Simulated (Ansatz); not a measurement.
Reaction (redistribution): `CCB(N)O` + `[F][Mg][Cl]` → `NB(O)Cl` + `C[CH2][Mg][F]`

Calculated with Ansatz (gas phase, PBE0-D4/def2-TZVP geometries, no zero-point term in ΔE). CCSD(T)/CBS is the MP2 limit (def2-TZVPP, def2-QZVPP) plus CCSD(T) − MP2 in def2-TZVPP, frozen cores. DFT in def2-TZVPP. B3LYP here is the variant with VWN-RPA as its local correlation; programs differ in this. HSE06 is defined as in plane-wave codes. For Mg outer-core shells are correlated without core-valence functions, which leaves a few kJ/mol of doubt a bond. Each species was taken in one conformer, which may not be the lowest.

```
             level  ΔE (kcal/mol)  difference from CCSD(T)/CBS
       LDA (SPW92)           26.2                         -4.1
            PBE-D4           26.9                         -3.4
           BLYP-D4           27.6                         -2.7
         r2SCAN-D4           30.5                          0.2
            B97M-V           30.3                          0.0
           PBE0-D4           29.3                         -1.0
          B3LYP-D4           29.5                         -0.8
        r2SCANh-D4           30.9                          0.6
        r2SCAN0-D4           31.5                          1.2
          HSE06-D4           29.2                         -1.1
          BHLYP-D4           32.0                          1.7
      CAM-B3LYP-D4           30.5                          0.2
           ωB97X-V           30.8                          0.5
           ωB97M-V           29.7                         -0.6
            B2PLYP           29.6                         -0.7
          PBE-QIDH           30.4                          0.1
               PBE           26.6                         -3.7
            revPBE           26.8                         -3.5
              BLYP           27.2                         -3.1
              PBE0           29.0                         -1.3
             B3LYP           29.1                         -1.2
           r2SCANh           30.8                          0.5
           r2SCAN0           31.3                          1.0
             BHLYP           31.8                          1.5
         CAM-B3LYP           30.2                         -0.1
           LC-ωPBE           30.6                          0.3
RPA@PBE/def2-TZVPP           28.1                         -2.2
       HF/def2-SVP           35.8                          5.5
      MP2/def2-SVP           31.0                          0.7
     CCSD/def2-SVP           31.8                          1.5
  CCSD(T)/def2-SVP           31.3                          1.0
    MP2/def2-TZVPP           29.5                         -0.8
SCS-MP2/def2-TZVPP           29.9                         -0.4
   CCSD/def2-TZVPP           30.6                          0.3
CCSD(T)/def2-TZVPP           29.7                         -0.6
     HF/def2-QZVPP           35.8                          5.5
SCS-MP2/def2-QZVPP           30.6                          0.3
      HF/CBS(def2)           35.9                          5.6
     MP2/CBS(def2)           30.1                         -0.2
    CCSD/CBS(def2)           31.3                          1.0
       CCSD(T)/CBS           30.3                            0
```

Largest T1 diagnostic among the species: 0.011.

From BLYP to BHLYP (50 % exact exchange), in def2-TZVPP and without D4, ΔE moves by +4.6 kcal/mol. In def2-TZVPP, CCSD(T) changes the Hartree–Fock value by −5.4 kcal/mol (the triples alone add −1.0 kcal/mol) and MP2 by −5.6 kcal/mol. Leaving LDA and LC-ωPBE aside and taking each functional with its dispersion term where it has one, the values spread over 5.1 kcal/mol, from PBE-D4 to BHLYP-D4.
